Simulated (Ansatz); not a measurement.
Relaxation of C2H6BNOS (12 atoms, charge 0, multiplicity 1), to a largest force component of 0.015 eV/Å in at most 40 steps.

Method: Ansatz, RKS PBE-D4/STO-3G.

```xyz
12
Properties=species:S:1:pos:R:3
O -0.594 3.120 0.292
B -0.896 1.742 0.507
C -0.062 0.673 -0.243
N -0.181 -0.568 -0.033
C 0.516 -1.614 -0.704
S -0.088 -3.222 -0.164
H 0.047 3.420 0.975
H -1.716 1.428 1.237
H 0.761 1.013 -0.864
H 0.403 -1.519 -1.765
H 1.578 -1.510 -0.396
H 0.309 -3.019 1.194
```

Q: Where does it end, and by what steps?

A: The forces met the threshold. Limits of this set-up: minimal basis. After 24 steps the energy has fallen by 2.223 eV; H7 moved furthest, 1.25 Å.

| step | energy less start (eV) | largest force component (eV/Å) | accepted |
| --- | --- | --- | --- |
| 0 | 0.0000 | 4.107 | yes |
| 1 | -0.7652 | 2.223 | yes |
| 2 | -1.2277 | 2.118 | yes |
| 3 | -1.6105 | 3.567 | yes |
| 4 | -1.8937 | 1.806 | yes |
| 5 | -2.0743 | 1.038 | yes |
| 6 | -2.1074 | 0.223 | yes |
| 7 | -2.1152 | 0.116 | yes |
| 8 | -2.1183 | 0.031 | yes |
| 9 | -2.1299 | 0.114 | yes |
| 10 | -2.1359 | 0.125 | yes |
| 11 | -2.1437 | 0.391 | yes |
| 12 | -2.1543 | 0.495 | yes |
| 13 | -2.1712 | 0.702 | yes |
| 14 | -2.1884 | 0.620 | yes |
| 15 | -2.2021 | 0.451 | yes |
| 16 | -2.1985 | 0.452 | no |
| 17 | -2.2107 | 0.269 | yes |
| 18 | -2.2178 | 0.143 | yes |
| 19 | -2.2200 | 0.169 | yes |
| 20 | -2.2220 | 0.050 | yes |
| 21 | -2.2224 | 0.019 | yes |
| 22 | -2.2227 | 0.024 | yes |
| 23 | -2.2228 | 0.022 | yes |
| 24 | -2.2228 | 0.014 | yes |

```xyz
12
Properties=species:S:1:pos:R:3
O -0.759 2.989 -0.029
B -0.540 1.822 0.661
C 0.019 0.623 -0.173
N 0.291 -0.530 0.456
C 0.799 -1.622 -0.509
S -0.450 -2.957 -0.625
H -1.121 3.688 0.634
H -0.754 1.723 1.820
H 0.195 0.738 -1.275
H 0.985 -1.241 -1.540
H 1.758 -2.002 -0.087
H -0.345 -3.287 0.702
```

Time of the run: 42 s on 1 thread of Intel(R) Xeon(R) 6975P-C (Granite Rapids), with other jobs on the host, peak memory 0.19 GiB.
